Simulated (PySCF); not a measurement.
C₆H₈OSSi, SMILES c1ccc(/C=C\O[SiH3])s1 (GFN2-xTB optimised geometry):

```
17

Si    -3.363    -0.173    -0.099
O     -1.774    -0.531    -0.017
C     -1.107    -1.696    -0.011
C      0.230    -1.751     0.000
C      1.097    -0.610     0.000
C      2.469    -0.610     0.000
C      3.023     0.683     0.000
C      2.074     1.656     0.001
S      0.479     1.014     0.000
H     -3.921    -0.658    -1.364
H     -3.278     1.272     0.004
H     -4.081    -0.814     1.006
H     -1.704    -2.600    -0.012
H      0.709    -2.719     0.008
H      3.053    -1.513    -0.001
H      4.081     0.879     0.000
H      2.214     2.719     0.001
```

Computed with CAM-B3LYP/def2-SVP (PySCF).

Problem. What are the frontier orbital energies and the dipole moment?

Solution. HOMO-2 -9.31 eV, HOMO-1 -8.13 eV, HOMO -6.83 eV, LUMO 0.44 eV, LUMO+1 1.50 eV; dipole moment 1.53 D.

Meta-Löwdin charges at CAM-B3LYP/def2-SVP: Si1 0.78, O2 -0.55, C3 0.09, C4 -0.15, C5 -0.10, C6 -0.15, C7 -0.13, C8 -0.24, S9 0.26, H10 -0.13, H11 -0.10, H12 -0.13, H13 0.09, H14 0.11, H15 0.11, H16 0.11, H17 0.12.
